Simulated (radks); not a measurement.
The numbers below are computed, except where a source is named.
Question: Excited configurations of the barium ion Ba3+: one electron is placed in a higher orbital outside [Kr] 4d10 5s2 5p4. The ground configuration is [Kr] 4d10 5s2 5p5. Code: a radial shooting solver on a logarithmic mesh with Libxc functionals. Model: scalar-relativistic Kohn-Sham, r2SCAN, spin-polarised, spherical densities, finite nucleus; open shells are filled with parallel spins first (spin-orbit coupling, left out, can overturn this in heavy ions); meta-GGA in the generalised Kohn-Sham scheme; Fermi nuclear charge, rms radius 4.8378 fm. Excitation = E - E(ground); binding = E(ion) - E, where the ion is the core of charge +4; n* = 4/sqrt(2 binding) in atomic units, and the quantum defect is n - n*.

outer orbital  excitation (eV)  binding (eV)     n*  quantum defect  eigenvalue (eV)  <r> (bohr)
5d                      19.060        28.321  2.772           2.228          -24.071       2.397
6d                      33.086        14.295  3.902           2.098          -12.626       5.186
7s                      33.681        13.700  3.986           3.014          -12.346       6.091
7d                      38.398         8.983  4.923           2.077           -8.033       8.556

Estimate the row for 4f.

Answer: excitation (eV) 19.841; binding (eV) 27.539; n* 2.812; quantum defect 1.188; eigenvalue (eV) -20.271; <r> (bohr) 1.393. The Delta-SCF ionisation energy is 47.380 eV (NIST Atomic Spectra Database: 47.0 eV, semi-empirical). Self-interaction in the functional shifts the binding energies and quantum defects, so they are the method's values and not measured ones. Open shells are spherical and high-spin; term and fine-structure splittings are not resolved. Spin-orbit splitting is averaged out at the scalar-relativistic level.
